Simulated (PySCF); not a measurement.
C2H6N (SMILES [CH2]NC), doublet, geometry from GFN2-xTB, with bond 6-2 at 1.25 times its length; PySCF with HF/3-21G.

Here is a job for PySCF.
```python
from pyscf import gto, scf

mol = gto.M(
    atom='''
C    -0.10972354   -0.15634997    1.26440068
N     0.10982201    0.48479466    0.05186353
C    -0.00538562   -0.28027714   -1.16365005
H     0.06635704    0.43135103    2.14529827
H    -0.90801326   -0.87495642    1.27945416
H     1.11140248    1.25788329    0.06748583
H     0.81807734   -0.99357777   -1.30516267
H    -0.02617055    0.40042004   -2.01496601
H    -0.93943611   -0.84030228   -1.13653354
''',
    basis='3-21g',
    spin=1,
    verbose=4,
)

mf = scf.UHF(mol)
mf.kernel()
mo_i, mo_e, stable_i, stable_e = mf.stability(internal=True, external=True, return_status=True, nroots=6, tol=1e-6)
print('internally stable:', stable_i, ' externally stable:', stable_e)
if not stable_i:
    umf = mf.copy()
    umf.scf_summary = {}
    umf.kernel(umf.make_rdm1(mo_i, mf.mo_occ))
mf.analyze()
```

It wrote (shortened):

```
PySCF version 2.14.0

[INPUT] verbose = 4
[INPUT] num. atoms = 9
[INPUT] num. electrons = 25
[INPUT] charge = 0
[INPUT] spin (= nelec alpha-beta = 2S) = 1
[INPUT] symmetry False subgroup None
[INPUT] Mole.unit = angstrom
[INPUT] Symbol           X                Y                Z      unit          X                Y                Z       unit  Magmom
[...]
nuclear repulsion = 76.9833346445858
number of shells = 27
number of NR pGTOs = 63
number of NR cGTOs = 39
basis = 3-21g
ecp = {}

******** <class 'pyscf.scf.uhf.UHF'> ********
method = UHF
initial guess = minao
damping factor = 0
level_shift factor = 0
DIIS = <class 'pyscf.scf.diis.CDIIS'>
diis_start_cycle = 1
diis_space = 8
diis_damp = 0
SCF conv_tol = 1e-09
SCF conv_tol_grad = None
SCF max_cycles = 50
direct_scf = True
direct_scf_tol = 1e-13
number electrons alpha = 13  beta = 12
Set gradient conv threshold to 3.16228e-05
init E= -132.952053123593

cycle= 1 E= -132.796188504817  delta_E= 0.156  |g|= 0.206  |ddm|= 1.87
cycle= 2 E= -132.829003085643  delta_E= -0.0328  |g|= 0.0875  |ddm|= 0.326
cycle= 3 E= -132.834047825109  delta_E= -0.00504  |g|= 0.0357  |ddm|= 0.107
cycle= 4 E= -132.835858346285  delta_E= -0.00181  |g|= 0.0169  |ddm|= 0.0717
cycle= 5 E= -132.836470764963  delta_E= -0.000612  |g|= 0.00924  |ddm|= 0.0427
cycle= 6 E= -132.836733043425  delta_E= -0.000262  |g|= 0.00379  |ddm|= 0.0363
cycle= 7 E= -132.836770232655  delta_E= -3.72e-05  |g|= 0.00106  |ddm|= 0.0151
cycle= 8 E= -132.836772361182  delta_E= -2.13e-06  |g|= 0.000409  |ddm|= 0.00319
cycle= 9 E= -132.836772663264  delta_E= -3.02e-07  |g|= 0.000162  |ddm|= 0.00113
cycle= 10 E= -132.836772725021  delta_E= -6.18e-08  |g|= 6.08e-05  |ddm|= 0.00059
cycle= 11 E= -132.836772735438  delta_E= -1.04e-08  |g|= 2.38e-05  |ddm|= 0.00027
cycle= 12 E= -132.836772737368  delta_E= -1.93e-09  |g|= 1.36e-05  |ddm|= 0.000116
cycle= 13 E= -132.836772738096  delta_E= -7.28e-10  |g|= 7.88e-06  |ddm|= 8.06e-05
Extra cycle  E= -132.836772738205  delta_E= -1.09e-10  |g|= 6.25e-06  |ddm|= 1.41e-05
converged SCF energy = -132.836772738205  <S^2> = 0.75953897  2S+1 = 2.0095163
uhf_internal: lowest eigs of H = [0.23738751 0.37021815 0.43197808 0.50602162 0.56320705 0.58984603]
<class 'pyscf.scf.uhf.UHF'> wavefunction is stable in the internal stability analysis
uhf_real2complex: lowest eigs of H = [0.17283101 0.24600686 0.29024003 0.2977074  0.32165277 0.33646641]
<class 'pyscf.scf.uhf.UHF'> wavefunction is stable in the real -> complex stability analysis
[...]
<class 'pyscf.scf.uhf.UHF'> wavefunction is stable in the UHF/UKS -> GHF/GKS stability analysis
internally stable: True  externally stable: True
Total Energy =                        -132.836772738204871
[...]
spin_pop of  0 C 2s        0.09319
spin_pop of  0 C 3s        0.00130
spin_pop of  0 C 2px       0.49352
spin_pop of  0 C 2py       0.31847
spin_pop of  0 C 2pz       0.02625
spin_pop of  0 C 3px       0.00302
spin_pop of  0 C 3py       0.00173
spin_pop of  0 C 3pz       0.00004
spin_pop of  1 N 1s       -0.00000
spin_pop of  1 N 2s        0.01516
spin_pop of  1 N 3s        0.00034
spin_pop of  1 N 2px       0.06107
spin_pop of  1 N 2py       0.07614
spin_pop of  1 N 2pz      -0.00675
spin_pop of  1 N 3px       0.00034
spin_pop of  1 N 3py       0.00037
spin_pop of  1 N 3pz       0.00020
spin_pop of  2 C 1s        0.00000
spin_pop of  2 C 2s       -0.00136
spin_pop of  2 C 3s        0.00002
spin_pop of  2 C 2px      -0.00315
spin_pop of  2 C 2py      -0.00315
spin_pop of  2 C 2pz      -0.00446
spin_pop of  2 C 3px       0.00038
spin_pop of  2 C 3py      -0.00009
spin_pop of  2 C 3pz       0.00023
spin_pop of  3 H 1s       -0.04373
spin_pop of  3 H 2s        0.00070
spin_pop of  4 H 1s       -0.04416
spin_pop of  4 H 2s        0.00060
spin_pop of  5 H 1s       -0.00031
spin_pop of  5 H 2s        0.00007
spin_pop of  6 H 1s        0.01301
spin_pop of  6 H 2s        0.00012
spin_pop of  7 H 1s       -0.00143
spin_pop of  7 H 2s        0.00005
spin_pop of  8 H 1s        0.00230
spin_pop of  8 H 2s       -0.00002
 ** Mulliken Spin Density (per atom)  **
spin density of  0 C =      0.93752
spin density of  1 N =      0.14687
spin density of  2 C =     -0.01158
spin density of  3 H =     -0.04303
spin density of  4 H =     -0.04356
spin density of  5 H =     -0.00024
spin density of  6 H =      0.01313
spin density of  7 H =     -0.00138
spin density of  8 H =      0.00228
 ** Mulliken pop alpha/beta on meta-lowdin orthogonal AOs **
 ** Mulliken pop       alpha | beta **
[...]
In total            13.00000 | 12.00000
 ** Mulliken atomic charges   ( Nelec_alpha | Nelec_beta ) **
charge of  0C =     -0.17898  (     3.55825      2.62073 )
charge of  1N =     -0.27756  (     3.71221      3.56535 )
charge of  2C =     -0.13048  (     3.05945      3.07103 )
charge of  3H =      0.09049  (     0.43324      0.47627 )
charge of  4H =      0.08768  (     0.43438      0.47794 )
charge of  5H =      0.14965  (     0.42505      0.42530 )
charge of  6H =      0.07146  (     0.47084      0.45771 )
charge of  7H =      0.09349  (     0.45257      0.45395 )
charge of  8H =      0.09426  (     0.45401      0.45173 )
Dipole moment(X, Y, Z, Debye):  0.65005, -0.12429, -0.61092
```
